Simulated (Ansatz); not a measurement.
Mulliken charges of F$_{3}$GaH$_{2}$Se, SMILES `[F][Ga-]([F])([F])[SeH2+]` from PBE/def2-TZVPP in Ansatz (PBE0-D4/def2-TZVP geometry).

```csv
atom,x (Å),y (Å),z (Å),charge (e)
F1,0.482,-1.068,1.961,-0.344
Ga2,0.289,-0.999,0.223,0.762
F3,-1.298,-1.378,-0.415,-0.348
F4,1.664,-1.390,-0.786,-0.343
Se5,0.273,1.580,-0.081,0.047
H6,-1.074,1.705,0.494,0.113
H7,-0.274,1.483,-1.442,0.113
```

**Question.** By hand: the dipole of these point charges (1 e Å = 4.8032 D).

**Answer.** Σ q r = (-0.204, 0.997, -0.202) e Å, of length 1.038 e Å = 4.99 D.

**Question.** How does the dipole of the full density compare? (Estimate.)

**Answer.** Ansatz gave: (-0.184, 1.056, -0.198) e Å, 5.24 D; the point charges give 0.95 times that, at 2° from its direction.

Point charges leave out the atoms' own dipoles, such as those of lone pairs, and Mulliken's split depends on the basis, so the close match here is no proof of good charges.
